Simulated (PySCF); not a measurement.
## TlCl at r²SCAN

Level: r²SCAN. basis Tl x2c-TZVPPall, Cl x2c-TZVPPall; spin-free X2C with a Gaussian nucleus; PySCF 2.14.

| Quantity | Value |
| --- | --- |
| state | singlet, closed shell |
| bond length | 2.489 Å |
| harmonic wavenumber | 288 cm⁻¹ |
| force constant | 1.46 mdyn/Å |
| rotational constant Be | 0.09106 cm⁻¹ |
| anharmonicity ωexe | 0.923 cm⁻¹ |
| vibration–rotation constant αe | 0.000402 cm⁻¹ |
| HOMO–LUMO gap | 4.59 eV |
| bond order (Mayer) | 0.93 |
| dipole moment (positive dipole means Tl(−)Cl(+)) | -4.27 D |

Spin–orbit coupling is left out, which matters for elements this heavy, above all for dissociation energies.
